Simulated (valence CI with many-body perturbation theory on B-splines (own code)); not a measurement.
# E1 line list for Tm37+

Level of theory: relativistic CI+MBPT: four valence electrons over a frozen Dirac-Fock core [Ar] 3d10, radial functions for each j: 11 s, 11 p, 10 d, 8 f, 5 g, 2 h, with the one-electron correlation potential Σ1, the two-electron term Σ2, the three-electron term Σ3, Breit, model QED; selected CI, second order for the rest, scaled by the run's own slope (own B-spline code, finite nucleus).

No measured spectrum was set against this ion. As an estimate, large intervals hold to a few tenths of a per cent, small ones and those within an open d or f shell to about a per cent. Among the levels kept, up to 390 cm⁻¹ of a level comes from second order outside the variational space, and about a tenth of that is noise between levels of different J, which matters for small intervals.

Lines 201 to 250 of 563 in falling wavelength, among levels below 39.250 Ry, chosen from the strongest by gf and those to the six lowest levels. Wavelengths and rates use the calculated energies. Electric multipoles are in the length gauge, E1 and E2 with the static RPA response of the core. Weak lines are less certain than strong ones. Lines between different terms over intervals too small for the method are left out, as are lines whose strength nearly cancels. Where a level lies close to another of its J and parity, the split of strength between their lines is uncertain. The highest levels of a list are the least certain.

Levels are named by their leading jj configuration (3d3/2^4 stands for four electrons in 3d with j = 3/2), which in mixed levels can hold well under half, so a name can repeat and another be missing. Letters in brackets count levels of one name in rising energy.

| λ vac (Å) | Upper | Lower | A (s⁻¹) | S (a.u.) |
| --- | --- | --- | --- | --- |
| 77.65 | (4s 4p1/2 4p3/2 4f7/2) J=3 [b] | (4s 4p1/2 4p3/2 4d5/2) J=3 [b] | 2.40e+11 | 3.88e-01 |
| 77.57 | (4s 4p1/2 4p3/2 4f7/2) J=3 [a] | (4s 4p1/2 4p3/2 4d5/2) J=2 [a] | 1.22e+11 | 1.98e-01 |
| 77.55 | (4s 4p1/2 4d3/2 4d5/2) J=3 [d] | (4s 4p1/2 4p3/2 4d3/2) J=2 [b] | 3.21e+10 | 5.17e-02 |
| 77.52 | (4s 4p1/2 4p3/2 4d5/2) J=2 [d] | (4s^2 4p1/2 4d5/2) J=3 | 2.50e+11 | 2.87e-01 |
| 77.52 | (4s 4p1/2 4p3/2 4d3/2) J=0 [b] | (4s^2 4p1/2 4d3/2) J=1 | 2.53e+11 | 5.82e-02 |
| 77.48 | (4s 4p1/2 4p3/2 4d5/2) J=3 [d] | (4s^2 4p1/2 4d5/2) J=3 | 2.73e+10 | 4.39e-02 |
| 77.46 | (4s 4p3/2^2 4d5/2) J=1 [a] | (4s^2 4p3/2 4d3/2) J=0 | 5.99e+10 | 4.12e-02 |
| 77.46 | (4p1/2 4p3/2^2 4d5/2) J=2 | (4s 4p1/2 4p3/2 4d5/2) J=3 [b] | 6.02e+10 | 6.90e-02 |
| 77.45 | (4s 4p1/2 4d5/2^2) J=3 | (4s 4p1/2 4p3/2 4d5/2) J=3 [a] | 1.38e+11 | 2.22e-01 |
| 77.42 | (4s 4p1/2 4p3/2 4f5/2) J=4 [a] | (4s 4p1/2 4p3/2 4d3/2) J=3 [c] | 1.14e+11 | 2.34e-01 |
| 77.42 | (4s 4p1/2 4p3/2 4d5/2) J=1 [b] | (4s^2 4p1/2 4d5/2) J=2 | 1.47e+11 | 1.01e-01 |
| 77.40 | (4s 4p1/2^2 4f7/2) J=4 | (4s 4p1/2^2 4d5/2) J=3 | 2.63e+11 | 5.42e-01 |
| 77.36 | (4s 4p3/2^2 4d5/2) J=2 [a] | (4s^2 4p3/2 4d3/2) J=2 [b] | 2.20e+11 | 2.52e-01 |
| 77.32 | (4s 4p1/2 4p3/2 4f7/2) J=2 [b] | (4s 4p1/2 4p3/2 4d5/2) J=3 [a] | 8.48e+10 | 9.68e-02 |
| 77.30 | (4p1/2 4p3/2^2 4d3/2) J=0 | (4s 4p1/2 4p3/2 4d3/2) J=1 [a] | 1.97e+11 | 4.50e-02 |
| 77.20 | (4p1/2 4p3/2^2 4d3/2) J=2 [c] | (4s 4p1/2 4p3/2 4d3/2) J=3 [b] | 1.82e+11 | 2.07e-01 |
| 77.20 | (4s^2 4p3/2 4f7/2) J=4 [a] | (4s^2 4p3/2 4d5/2) J=4 | 4.47e+10 | 9.14e-02 |
| 77.20 | (4s 4p1/2 4d3/2 4d5/2) J=3 [b] | (4s 4p1/2 4p3/2 4d3/2) J=3 [a] | 1.42e+11 | 2.25e-01 |
| 77.15 | (4s^2 4p1/2 4d5/2) J=2 | (4s^2 4p1/2 4p3/2) J=1 | 3.13e+11 | 3.55e-01 |
| 77.15 | (4s 4p1/2 4p3/2 4d5/2) J=3 [e] | (4s 4p1/2 4p3/2^2) J=2 [b] | 3.79e+11 | 6.01e-01 |
| 77.11 | (4s 4p1/2 4d3/2 4d5/2) J=0 | (4s 4p1/2 4p3/2 4d3/2) J=1 [d] | 1.88e+11 | 4.26e-02 |
| 77.10 | (4s^2 4p1/2 4f7/2) J=4 | (4s^2 4p1/2 4d5/2) J=3 | 4.31e+11 | 8.78e-01 |
| 77.09 | (4s 4p3/2^2 4d5/2) J=2 [c] | (4s^2 4p3/2 4d5/2) J=3 | 3.13e+11 | 3.53e-01 |
| 77.07 | (4s 4p1/2 4p3/2 4f7/2) J=3 [b] | (4s 4p1/2 4p3/2 4d5/2) J=2 [b] | 9.42e+10 | 1.49e-01 |
| 77.05 | (4s 4p1/2 4d3/2 4d5/2) J=2 [b] | (4s 4p1/2 4p3/2 4d3/2) J=3 [a] | 9.90e+10 | 1.12e-01 |
| 77.03 | (4p1/2 4p3/2^2 4d5/2) J=3 [c] | (4s 4p1/2 4p3/2 4d5/2) J=4 [c] | 1.34e+11 | 2.11e-01 |
| 77.01 | (4s 4p1/2 4p3/2 4f7/2) J=5 [c] | (4s 4p1/2 4p3/2 4d5/2) J=4 [c] | 1.65e+11 | 4.09e-01 |
| 76.94 | (4p1/2^2 4p3/2 4d3/2) J=1 | (4s 4p1/2^2 4d3/2) J=2 | 5.53e+10 | 3.73e-02 |
| 76.92 | (4s 4p1/2 4d3/2 4d5/2) J=1 [b] | (4s 4p1/2 4p3/2 4d3/2) J=2 [a] | 1.10e+11 | 7.42e-02 |
| 76.89 | (4s 4p1/2 4p3/2 4d5/2) J=3 [d] | (4s^2 4p1/2 4d5/2) J=2 | 4.39e+11 | 6.89e-01 |
| 76.87 | (4s 4p1/2 4p3/2 4f7/2) J=6 | (4s 4p1/2 4p3/2 4d5/2) J=5 | 1.44e+11 | 4.20e-01 |
| 76.86 | (4s 4p1/2 4d5/2^2) J=2 | (4s 4p1/2 4p3/2 4d3/2) J=1 [c] | 4.71e+10 | 5.28e-02 |
| 76.86 | (4p1/2 4p3/2^2 4d3/2) J=1 [c] | (4s 4p1/2 4p3/2 4d3/2) J=1 [e] | 2.84e+11 | 1.91e-01 |
| 76.83 | (4p1/2 4p3/2^2 4d5/2) J=3 [c] | (4s 4p1/2 4p3/2 4d5/2) J=3 [c] | 2.07e+11 | 3.25e-01 |
| 76.80 | (4s 4p3/2^2 4d5/2) J=1 [a] | (4s^2 4p3/2 4d3/2) J=2 [b] | 9.96e+10 | 6.68e-02 |
| 76.79 | (4s 4p3/2^2 4d5/2) J=2 [a] | (4s^2 4p3/2 4d3/2) J=2 [a] | 9.87e+10 | 1.10e-01 |
| 76.73 | (4s 4p3/2^2 4d5/2) J=1 [a] | (4s^2 4p3/2 4d3/2) J=1 | 7.96e+10 | 5.32e-02 |
| 76.71 | (4s 4p1/2 4d5/2^2) J=2 | (4s 4p1/2 4p3/2 4d5/2) J=2 [a] | 8.43e+10 | 9.39e-02 |
| 76.68 | (4s 4p1/2 4p3/2 4d3/2) J=1 [c] | (4s^2 4p1/2 4d3/2) J=2 | 1.81e+11 | 1.21e-01 |
| 76.65 | (4s 4p3/2^2 4d5/2) J=3 [b] | (4s^2 4p3/2 4d5/2) J=4 | 4.24e+10 | 6.59e-02 |
| 76.65 | (4s 4p1/2 4d3/2 4d5/2) J=1 [b] | (4s 4p1/2 4p3/2 4d3/2) J=1 [a] | 1.46e+11 | 9.73e-02 |
| 76.60 | (4s 4p1/2 4p3/2 4f7/2) J=3 [a] | (4s 4p1/2 4p3/2 4d3/2) J=2 [c] | 2.95e+10 | 4.57e-02 |
| 76.56 | (4s 4p1/2 4p3/2 4f7/2) J=4 [a] | (4s 4p1/2 4p3/2 4d5/2) J=3 [a] | 1.54e+11 | 3.07e-01 |
| 76.53 | (4s 4p1/2 4p3/2 4f7/2) J=5 [a] | (4s 4p1/2 4p3/2 4d5/2) J=4 [a] | 1.17e+11 | 2.86e-01 |
| 76.53 | (4s 4p1/2 4p3/2 4d5/2) J=3 [a] | (4s 4p1/2 4p3/2^2) J=2 [a] | 1.32e+11 | 2.04e-01 |
| 76.50 | (4p1/2 4p3/2^2 4d3/2) J=2 [c] | (4s 4p1/2 4p3/2 4d3/2) J=2 [b] | 8.45e+10 | 9.33e-02 |
| 76.48 | (4s 4p3/2^2 4d3/2) J=0 | (4s^2 4p3/2 4d3/2) J=1 | 4.40e+11 | 9.71e-02 |
| 76.46 | (4s 4p1/2 4p3/2 4d5/2) J=2 [f] | (4s 4p1/2 4p3/2^2) J=1 [b] | 2.60e+11 | 2.86e-01 |
| 76.43 | (4s 4p1/2 4p3/2 4f5/2) J=3 [b] | (4s 4p1/2 4p3/2 4d3/2) J=2 [b] | 2.56e+10 | 3.95e-02 |
| 76.34 | (4p1/2 4p3/2^3) J=1 | (4s 4p1/2 4p3/2^2) J=1 [b] | 5.37e+11 | 3.54e-01 |
